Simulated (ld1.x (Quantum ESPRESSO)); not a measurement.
# Transferability test, RRKJ potential for Rb

| Quantity | Value |
| --- | --- |
| Element | Rb (Z = 37) |
| Generator | ld1.x (Quantum ESPRESSO) 7.5 |
| Type | norm-conserving RRKJ (Kleinman–Bylander form) |
| Functional | PBE |
| Relativity | scalar-relativistic |
| Frozen core | [Ar] 3d10 |
| Valence charge | 9 |
| Reference configuration | 4s2 4p6 5s1 5p0 |
| Partial waves | 4s (bound): rc 1.50 bohr; 4p (bound): rc 1.55 bohr; 4d channel at 0.35 Ry: rc 1.55 bohr |
| Local potential | all-electron potential smoothed inside 1.50 bohr (lloc = -1) |
| Core correction | none |
| rho0 | 0.005 |

Occupied shells without a wave of their own: 5s. They enter only through the test configuration that unscreens the potential.

Energies are relative to the spin-unpolarised reference configuration 4s2 4p6 5s1 5p0; without spin polarisation the order of configurations can differ from experiment.

```json
{"valence configuration": "4s2 4p6 5s0 5p0", "charge": "+1", "ΔE all-electron (eV)": "4.154", "error AE − PS (meV)": "-37"}
{"valence configuration": "4s2 4p6 5s0 5p1", "charge": "0", "ΔE all-electron (eV)": "1.520", "error AE − PS (meV)": "-23"}
{"valence configuration": "4s1 4p6 5s1 5p0", "charge": "+1", "ΔE all-electron (eV)": "37.735", "error AE − PS (meV)": "+19"}
```

(1) What are ΔE and the potential's error for 4s2 4p6 5s0.5 5p0?

(2) What are ΔE and the potential's error for 4s2 4p5 5s1 5p0?

Results:

(1) ΔE = 1.578 eV all-electron; the error (AE − PS) is -14 meV.

(2) ΔE = 21.140 eV all-electron; the error (AE − PS) is +9.2 meV.
